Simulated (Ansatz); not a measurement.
Two isomers of GeH6OSSi: A = `O[SiH2][S][GeH3]`, B = `O[SiH2][GeH2][SH]`.

Gas-phase electronic energies from Ansatz, PBE0-D4/def2-TZVP geometries. CCSD(T)/CBS adds triple-zeta CCSD(T) − MP2 to the extrapolated MP2 energy (def2 sets, frozen cores). Functionals use def2-TZVPP. B3LYP here is the variant with VWN-RPA as its local correlation; programs differ in this. For Ge outer-core shells are correlated without core-valence functions, which leaves a few kJ/mol of doubt a bond. Scalar relativity is left out up to krypton. One conformer a species, not always the lowest.

Question: Which is lower in electronic energy at CCSD(T)/CBS, and by how much? (Best estimate.)

Answer: Ansatz gave: A, by 15.5 kcal/mol.

Question: Give E(B) − E(A) in kcal/mol with MP2/def2-TZVPP, ωB97M-V, CCSD/def2-TZVPP, B3LYP-D4, B2PLYP, CCSD(T)/def2-TZVPP, r2SCAN-D4. (Best estimate.)

Answer: Computed: MP2/def2-TZVPP 16.9, ωB97M-V 15.9, CCSD/def2-TZVPP 14.8, B3LYP-D4 14.3, B2PLYP 15.0, CCSD(T)/def2-TZVPP 15.1, r2SCAN-D4 15.4. None reverses the order clearly.

Largest T1 diagnostic: 0.012.

From PBE to PBE0 (25 % exact exchange), in def2-TZVPP and without D4, E(B) − E(A) moves by +0.9 kcal/mol.
